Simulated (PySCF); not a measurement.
**Whose spectrum? (heteroacene and heterole-fused PAH)**

All values: TDA PBE0/6-31G*, gas phase, PySCF SCF with an in-house response code, fitting set def2-universal-JFIT up to Ne and JKFIT beyond, grid level 1 (kernel 0), vertical, one conformer each, geometries GFN2-xTB; core orbitals frozen in the response, virtual orbitals above 1.5 Eh left out. The lowest 6 singlets were sought, and the brightest is taken among them. The runs took 1 to 3 CPU minutes each on shared server CPUs.

Some members have dark charge-transfer states, which this functional places too low.

One system has its HOMO at -5.66 eV, its LUMO at -1.38 eV and these singlet states:

```json
{"state": "S1", "eV": "3.82", "f": "0.372"}
{"state": "S2", "eV": "3.85", "f": "0.025"}
{"state": "S3", "eV": "4.34", "f": "0.019"}
{"state": "S4", "eV": "4.42", "f": "0.043"}
{"state": "S5", "eV": "4.54", "f": "0.000"}
{"state": "S6", "eV": "4.70", "f": "0.063"}
```

Problem. Which is it?
A. CC1(C)C=Cc2ccc3ccc4ccc5ccccc5c4c3c21 (C23H18)
B. C1=CB2C=CN3C=Cc4ccc5ccccc5c4C3=C2C=C1 (C20H14BN)
C. c1ccc2c(c1)ccc1sc3ccc4ccccc4c3c12 (C20H12S)
D. C[n+]1cc2ccccc2c2c3c(ccc4ccccc43)ccc21 ([C22H16N]+)
E. C[Si]1(C)C=c2ccc3ccc4ccc5ccccc5c4c3c2=C1 (C22H18Si)

Solution. C.

Problem. How do the candidates compare?

Solution. 
| system | HOMO / eV | LUMO / eV | S1 / eV | f(S1) | brightest state sought / eV |
| --- | --- | --- | --- | --- | --- |
| C1=CB2C=CN3C=Cc4ccc5ccccc5c4C3=C2C=C1 | -5.39 | -1.61 | 3.08 | 0.042 | 3.37 |
| CC1(C)C=Cc2ccc3ccc4ccc5ccccc5c4c3c21 | -5.47 | -1.20 | 3.52 | 0.003 | 4.34 |
| C[Si]1(C)C=c2ccc3ccc4ccc5ccccc5c4c3c2=C1 | -5.14 | -1.99 | 2.67 | 0.049 | 3.45 |
| C[n+]1cc2ccccc2c2c3c(ccc4ccccc43)ccc21 | -9.17 | -5.83 | 2.67 | 0.011 | 3.88 |
| c1ccc2c(c1)ccc1sc3ccc4ccccc4c3c12 | -5.66 | -1.38 | 3.82 | 0.372 | 3.82 |
